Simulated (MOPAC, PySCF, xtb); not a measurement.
Dimer: GeH4 (SMILES [GeH4]) (first 5 atoms) with C2H6O (SMILES COC); geometry from B3LYP-D3(BJ)/def2-TZVP, rigid monomers moved along the line of their centres of mass till Ge1···O7 is 4.40 Å.
(charge 0, multiplicity 1):
```xyz
14

Ge     0.2755     0.0049     0.6678
H     -0.1896    -1.4293     0.9469
H     -0.7187     1.0111     1.2663
H      0.3199     0.2217    -0.8582
H      1.6785     0.2426     1.2390
C      0.3074     0.8735     5.5880
O     -0.0788    -0.3655     5.0341
C     -1.4232    -0.6892     5.3151
H      0.2171     0.8661     6.6815
H     -0.3033     1.6950     5.1918
H      1.3482     1.0410     5.3162
H     -1.5954    -0.7705     6.3957
H     -1.6314    -1.6494     4.8464
H     -2.1085     0.0650     4.9072
```

Monomers are frozen at their geometry in the pair; levels with a basis set take the counterpoise correction. Rows marked so take none.

Rows in 3-21G carry no dispersion term and start afresh at each structure; the Pople sets are all-electron and without relativity. The state reached by PM6 isn't checked.

Programs: MOPAC for PM6 (differences of heats of formation); PySCF for 3-21G rows; xtb for the GFN methods. Each number belongs to the level named beside it.

### Question
Estimate the interaction energy that GFN-FF returns for this input.

### Answer
-0.6 kcal/mol

### Question
Estimate the interaction energy that PM6 returns for this input.

### Answer
-0.1 kcal/mol

### Question
Predict the interaction energy from B3LYP/3-21G (no counterpoise).

### Answer
-1.2 kcal/mol
